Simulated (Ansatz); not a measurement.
Species: SnF3 (charge 0, doublet). It need not be the lowest isomer of its formula. 
Geometry from a B3LYP-D3(BJ)/def2-TZVP (Ansatz, a program for electronic structure) optimisation:
```xyz
4

Sn    -0.1353    -0.2000    -0.1024
F     -1.1552     1.4321    -0.0264
F      0.4520    -0.5390     1.7003
F      1.4550     0.2183    -1.1051
```
Charge 0, spin multiplicity 2.

Property: vertical ionisation energy (to the singlet state of charge +1; each state is the SCF solution reached for its spin; the molecule has degenerate orbitals, so one determinant may break the symmetry), in eV. Correlated levels leave the core frozen unless marked. Open shells are spin-unrestricted. Spin-orbit coupling is left out. Frozen are the shells of the preceding noble gas and the d and f shells that filled before the atom's block. Past Kr the def2 sets carry scalar-relativistic core potentials. CBS(X,Y): correlation extrapolated as X^-3; Hartree-Fock from the larger set. The bracket is a focal-point correction in the basis named.

| level | program | vertical ionisation energy (eV) |
|---|---|---|
| HF/def2-TZVPPD | Ansatz | 11.40 |

**Question.** What does RI-MP2/CBS(def2-TZVPPD,def2-QZVPPD)+[CCSD(T)-MP2]/def2-SVPD (Ansatz) give?

**Answer.** 11.04 eV, so HF/def2-TZVPPD differs from it by 0.36 eV.
